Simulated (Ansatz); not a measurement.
Input file for Ansatz (a program for electronic structure): R-wB97M-V/def2-TZVPP on F3Y (SMILES [F][Y]([F])[F]), atoms moved off the minimum. Elements past Kr take the def2 small-core potentials; no spin–orbit coupling.

Ansatz 0.2 input:
```yaml
crystal:
  periodic: [false, false, false]
  atoms:
    - {symbol: Y, position_ang: [-0.02396498, 0.01468357, -0.00059054]}
    - {symbol: F, position_ang: [-1.81548637, -1.08442052, -0.13622141]}
    - {symbol: F, position_ang: [-0.00133221, 1.89769270, -0.93075406]}
    - {symbol: F, position_ang: [1.65527249, -0.92428660, 0.82545159]}
basis:
  gaussian:
    orbitals: def2-TZVPP
hamiltonian:
  xc: {name: wB97M-V}
scf: {lower_state_search: off}
output: {forces: true}
```

The log:

```
WARN ansatz: RAYON_NUM_THREADS=6 ignored (pool sized by the plan → 6); use --threads N
Functional definition: wB97M-V
these checks for a lower state are left out or cut short: stability, starts, cluster_reference, orbital_swaps, neighbouring_geometries, increment
integrals: 0.08 GiB planned
817 factors; their error is unknown
integrals: 0.12 GiB planned
205 factors; integrals over basis functions are off by at most 4.6e-5 eV
mean field: 0.72 GiB planned
mean field evaluation 1: about -9191.9474 eV, gradient 7.1e1 eV
mean field evaluation 2: about -9182.1461 eV, gradient 1.2e2 eV
mean field evaluation 4: about -9200.2332 eV, gradient 1.4e0 eV
mean field evaluation 8: about -9200.2387 eV, gradient 3.5e-2 eV
mean field evaluation 16: about -9200.2712 eV, gradient 1.5e-4 eV
mean field -9200.27123331 eV, -338.1037316565 hartree, gradient 2.6e-6 eV, S^2 0.000000; 0 other end points of the search recorded, 0 dependent functions left out
the calculation of the forces begins
reference -9200.27132957 eV, -338.1037351936 hartree; 19, 19 occupied and 130, 130 virtual orbitals, 817 factors
Total energy: -9200.27132957 eV, -338.1037351936 hartree
Atom 0 at    -0.023965     0.014684    -0.000591 Å, force    -0.383976    -0.235649    -0.305256 eV/Å
Atom 1 at    -1.815486    -1.084421    -0.136221 Å, force     1.610498     0.976643     0.149978 eV/Å
Atom 2 at    -0.001332     1.897693    -0.930754 Å, force     0.069413    -1.552226     0.812237 eV/Å
Atom 3 at     1.655272    -0.924287     0.825452 Å, force    -1.295935     0.811232    -0.656959 eV/Å
Dipole moment:     0.053434     0.096156     0.155613 e Å
Checks for a lower state left out: stability, starts, cluster_reference, orbital_swaps, neighbouring_geometries, increment
```

Self-consistency was reached.

Cost: around 12 core-seconds (rough).
